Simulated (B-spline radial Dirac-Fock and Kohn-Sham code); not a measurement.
**The N1 (4s) level from Sr to Pr**

These are calculated numbers from a B-spline atomic structure program; the model is Dirac-Fock (average of configuration) total-energy differences with a finite nucleus, the Breit interaction including its frequency dependence, and self-energy and vacuum-polarisation corrections. Free neutral atoms, energies in eV. Electron correlation is not included. Relaxation, Breit and QED are contributions to the binding energy. "Screened" places the removed electron in the lowest shell with room, a model of an edge from the Fermi level; tabulated edges (Elam, Ravel and Sieber 2002) are for the standard state, and for monatomic gases they compare with the unscreened value. A dash: no value, or a hole state left out as unreliable.

```csv
Z,element,binding,relaxation,Breit,QED,screened,tabulated edge
38,Sr,50.74,-2.2,-0.02,-0.03,46.67,38.9
40,Zr,65.05,-3.3,-0.03,-0.04,57.36,50.6
43,Tc,86.20,-4.1,-0.05,-0.07,75.00,69.5
46,Pd,99.03,-5.3,-0.08,-0.10,–,87.1
48,Cd,123.8,-5.2,-0.09,-0.12,118.6,109.8
49,In,138.8,-5.4,-0.10,-0.13,132.5,122.9
50,Sn,154.4,-5.6,-0.11,-0.15,146.8,137.1
51,Sb,170.5,-5.8,-0.12,-0.17,161.7,153.2
52,Te,187.3,-6.0,-0.13,-0.18,177.1,169.4
53,I,204.6,-6.2,-0.14,-0.20,193.1,186
54,Xe,222.6,-6.4,-0.15,-0.22,219.2,213.2
55,Cs,246.8,-6.7,-0.17,-0.24,242.6,232.3
56,Ba,271.9,-6.8,-0.19,-0.26,268.1,253.5
57,La,295.2,-7.2,-0.22,-0.29,288.3,274.7
58,Ce,309.7,-8.0,-0.26,-0.32,302.9,291
59,Pr,315.8,-9.2,-0.31,-0.35,310.1,304.5
```
